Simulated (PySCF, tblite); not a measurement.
C5H11BSi.
SMILES: `C=C[Si@H]1CBCC1`

Jobs on this species (18 atoms, 60 electrons) with PySCF (density fitting) and tblite. Hardware of each: one thread of an Arm Neoverse V2 (shared host). Times come from a shared host and carry two figures at best.

| level and settings | work | basis functions | SCF cycles | wall time |
| --- | --- | --- | --- | --- |
| PBE0/pcSseg-1 | shieldings, ring-centre shieldings, charges and field gradients | 181 | ? | ? |
| wB97X-D/def2-SVPD | 8 singlets by full TDDFT, 3 Tamm–Dancoff triplets, polarisability, density and orbital grids written | 232 | ? | ? |
| GFN2-xTB | L-BFGS relaxation | – | – | 0.72 s |
| GFN2-xTB | Hessian by finite differences | – | – | 0.5 s |

Task: Fill in the missing figures.

Result: 
- PBE0/pcSseg-1; shieldings, ring-centre shieldings, charges and field gradients: 21 s, 14 SCF cycles
- wB97X-D/def2-SVPD; 8 singlets by full TDDFT, 3 Tamm–Dancoff triplets, polarisability, density and orbital grids written: 44 s, 12 SCF cycles

Task: What do all jobs in the table cost together?

Result: About 66 s; the longest takes about 66 % of that, and about 88 times as long as the shortest.
